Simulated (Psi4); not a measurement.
Psi4 input (wB97X-D/6-31G*):

```
memory 1500 MB

molecule {
1 1
O     1.26266590   -0.56782754    0.24651039
S    -0.15905165   -0.06174957    0.42039352
F    -0.92039015   -0.69724690   -0.75349422
F    -0.11117853    1.36670338   -0.14417350
H     1.72761739   -0.49449504   -0.61936988
symmetry c1
no_reorient
no_com
}

set {
  basis 6-31G*
  reference rks
  scf_type pk
  dft_radial_points 99
  dft_spherical_points 590
  e_convergence 1e-8
  d_convergence 1e-7
  maxiter 150
}

e = energy('wb97x-d')
print_out(f'\nFINAL {e:.10f} DIPOLE {variable("CURRENT DIPOLE")[0]:.6f} {variable("CURRENT DIPOLE")[1]:.6f} {variable("CURRENT DIPOLE")[2]:.6f}\n')
```

Output:

```
   => Loading Basis Set <=

    Name: 6-31G*
    Role: ORBITAL
    Keyword: BASIS
    atoms 1   entry O          line   145 file 6-31gs.gbs
    atoms 2   entry S          line   316 file 6-31gs.gbs
    atoms 3-4 entry F          line   162 file 6-31gs.gbs
    atoms 5   entry H          line    44 file 6-31gs.gbs

   => WB97X-D: Empirical Dispersion <=

    Chai and Head-Gordon Dispersion Correction
    Chai, J.-D.; Head-Gordon, M. (2010), J. Chem. Phys., 132: 6615-6620

        s6 =       1.000000

         ---------------------------------------------------------
                                   SCF
               by Justin Turney, Rob Parrish, Andy Simmonett
                          and Daniel G. A. Smith
                              RKS Reference
         ---------------------------------------------------------

  ==> Geometry <==

    Molecular point group: c1
    Full point group: C1

    Geometry (in Angstrom), charge = 1, multiplicity = 1:

       Center              X                  Y                   Z               Mass
    ------------   -----------------  -----------------  -----------------  -----------------
         O            1.262665900000    -0.567827540000     0.246510390000    15.994914619570
         S           -0.159051650000    -0.061749570000     0.420393520000    31.972071174400
         F           -0.920390150000    -0.697246900000    -0.753494220000    18.998403162730
         F           -0.111178530000     1.366703380000    -0.144173500000    18.998403162730
         H            1.727617390000    -0.494495040000    -0.619369880000     1.007825032230

  Running in c1 symmetry.

  Rotational constants: A =      0.27567  B =      0.26393  C =      0.16343 [cm^-1]
  Rotational constants: A =   8264.34160  B =   7912.27963  C =   4899.63395 [MHz]
  Nuclear repulsion =  205.826381746284170

  Charge       = 1
  Multiplicity = 1
  Electrons    = 42
  Nalpha       = 21
  Nbeta        = 21

  ==> Algorithm <==

  SCF Algorithm Type is PK.
  DIIS enabled.
  MOM disabled.
  Fractional occupation disabled.
  Guess Type is SAD.
  Energy threshold   = 1.00e-08
  Density threshold  = 1.00e-07
  Integral threshold = 1.00e-12

  ==> Primary Basis <==

  Basis Set: 6-31G*
    Blend: 6-31G*
    Number of shells: 28
    Number of basis functions: 66
    Number of Cartesian functions: 66
    Spherical Harmonics?: false
    Max angular momentum: 2

  ==> DFT Potential <==

   => LibXC <=

    Version 7.1.2
    S. Lehtola, C. Steigemann, M. J. T. Oliveira, and M. A. L. Marques,  SoftwareX 7, 1–5 (2018) (10.1016/j.softx.2017.11.002)

   => Composite Functional: WB97X-D <=

    wB97X-D Hyb-GGA Exchange-Correlation Functional

    J.-D. Chai and M. Head-Gordon,  Phys. Chem. Chem. Phys. 10, 6615–6620 (2008) (10.1039/B810189B)

    Deriv               =              1
    GGA                 =           TRUE
    Meta                =          FALSE

    Exchange Hybrid     =           TRUE
    MP2 Hybrid          =          FALSE

   => Exchange-Correlation Functionals <=

    1.0000   wB97X-D range-separated functional

   => Exact (HF) Exchange <=

    0.7780            HF,LR [omega = 0.2000]
    0.2220               HF

   => LibXC Density Thresholds  <==

    XC_HYB_GGA_XC_WB97X_D:  1.00E-14

   => Molecular Quadrature <=

    Radial Scheme          =       TREUTLER
    Pruning Scheme         =           NONE
    Nuclear Scheme         =       TREUTLER

    Blocking Scheme        =         OCTREE
    BS radius alpha        =              1
    Pruning alpha          =              1
    Radial Points          =             99
    Spherical Points       =            590
    Total Points           =         278537
    Total Blocks           =           2068
    Max Points             =            256
    Max Functions          =             65
    Weights Tolerance      =       1.00E-15

  ==> Integral Setup <==

  Using in-core PK algorithm.
   Calculation information:
      Number of atoms:                   5
      Number of AO shells:              28
      Number of primitives:             76
      Number of atomic orbitals:        66
      Number of basis functions:        66

      Integral cutoff                 1.00e-12
      Number of threads:                 1

  Performing in-core PK
  Using 7336098 doubles for integral storage.
  We computed 78905 shell quartets total.
  Whereas there are 82621 unique shell quartets.

  Computing range-separated integrals for PK
  We computed 78905 wK shell quartets total.
  Whereas there are 82621 wK unique shell quartets.

  ==> DiskJK: Disk-Based J/K Matrices <==

    J tasked:                  Yes
    K tasked:                  Yes
    wK tasked:                 Yes
    Omega:               2.000E-01
    Schwarz Cutoff:          1E-12


  Cached 100.0% of DFT collocation blocks in 0.452 [GiB].

  Minimum eigenvalue in the overlap matrix is 4.1466225329E-03.
  Reciprocal condition number of the overlap matrix is 7.4302978824E-04.
    Using symmetric orthogonalization.

  ==> Pre-Iterations <==

  SCF Guess: Superposition of Atomic Densities via on-the-fly atomic UHF (no occupation information).

   -------------------------
    Irrep   Nso     Nmo
   -------------------------
     A         66      66
   -------------------------
    Total      66      66
   -------------------------

  ==> Iterations <==

                        Total Energy        Delta E     RMS |[F,P]|

   @RKS iter SAD:  -673.61381513582376   -6.73614e+02   0.00000e+00
   @RKS iter   1:  -673.05908605293325    5.54729e-01   9.21251e-03 DIIS/ADIIS
   @RKS iter   2:  -673.04766023044090    1.14258e-02   1.03363e-02 DIIS/ADIIS
   @RKS iter   3:  -673.20815912943795   -1.60499e-01   8.11838e-04 DIIS/ADIIS
   @RKS iter   4:  -673.20908575466876   -9.26625e-04   2.99341e-04 DIIS/ADIIS
   @RKS iter   5:  -673.20919458873368   -1.08834e-04   1.57347e-04 DIIS/ADIIS
   @RKS iter   6:  -673.20923116856568   -3.65798e-05   1.73541e-05 DIIS
   @RKS iter   7:  -673.20923183884258   -6.70277e-07   3.21304e-06 DIIS
   @RKS iter   8:  -673.20923188784741   -4.90048e-08   7.00176e-07 DIIS
   @RKS iter   9:  -673.20923189090081   -3.05340e-09   1.25933e-07 DIIS
   @RKS iter  10:  -673.20923189100415   -1.03341e-10   2.77461e-08 DIIS
  Energy and wave function converged.

  ==> Post-Iterations <==

   Electrons on quadrature grid:
      Ntotal   =   41.9999989139 ; deviation = -1.086e-06

    Orbital Energies [Eh]
    ---------------------

    Doubly Occupied:

       1A    -89.604576     2A    -25.166883     3A    -25.166881
       4A    -19.646817     5A     -8.591331     6A     -6.541771
       7A     -6.541639     8A     -6.532163     9A     -1.700923
      10A     -1.632191    11A     -1.511288    12A     -1.147062
      13A     -1.007552    14A     -0.964697    15A     -0.923880
      16A     -0.871652    17A     -0.842999    18A     -0.811761
      19A     -0.789376    20A     -0.761196    21A     -0.740889

    Virtual:

      22A     -0.225428    23A     -0.209181    24A     -0.124020
      25A     -0.059581    26A      0.101321    27A      0.171516
      28A      0.173648    29A      0.182615    30A      0.378321
      31A      0.400507    32A      0.434414    33A      0.605652
      34A      0.690334    35A      0.724138    36A      0.747298
      37A      0.827522    38A      0.933067    39A      0.993754
      40A      1.002106    41A      1.011914    42A      1.061187
      43A      1.146576    44A      1.165979    45A      1.173703
      46A      1.317244    47A      1.506593    48A      1.555599
      49A      1.577942    50A      1.582085    51A      1.621209
      52A      1.632117    53A      1.658299    54A      1.732998
      55A      1.746493    56A      1.842891    57A      1.875249
      58A      1.904912    59A      2.192336    60A      2.363887
      61A      2.573414    62A      2.689048    63A      3.459291
      64A      3.725340    65A      3.766850    66A      4.409802

    Final Occupation by Irrep:
              A
    DOCC [    21 ]
    NA   [    21 ]
    NB   [    21 ]

  @RKS Final Energy:  -673.20923189100415

   => Energetics <=

    Nuclear Repulsion Energy =            205.8263817462841700
    One-Electron Energy =               -1327.8008567893682539
    Two-Electron Energy =                 488.5196075731386713
    DFT Exchange-Correlation Energy =     -39.7537241657593583
    Empirical Dispersion Energy =          -0.0006402552993099
    VV10 Nonlocal Energy =                  0.0000000000000000
    Total Energy =                       -673.2092318910040376

Computation Completed

Properties will be evaluated at   0.000000,   0.000000,   0.000000 [a0]

Properties computed using the SCF density matrix

 Multipole Moments:

 ------------------------------------------------------------------------------------
     Multipole            Electronic (a.u.)      Nuclear  (a.u.)        Total (a.u.)
 ------------------------------------------------------------------------------------

 L = 1.  Multiply by 2.5417464519 to convert [e a0] to [Debye]
 Dipole X            :          0.5967862            0.0000001            0.5967863
 Dipole Y            :         -0.2285753           -0.0000003           -0.2285756
 Dipole Z            :         -0.0183119            0.0000002           -0.0183117
 Magnitude           :                                                    0.6393247

 ------------------------------------------------------------------------------------

FINAL -673.2092318910 DIPOLE 0.596786 -0.228576 -0.018312

*** Psi4 exiting successfully. Buy a developer a beer!
```

The dipole moment of an ion depends on the origin.

The geometry given is a B3LYP-D3(BJ)/def2-TZVP minimum.
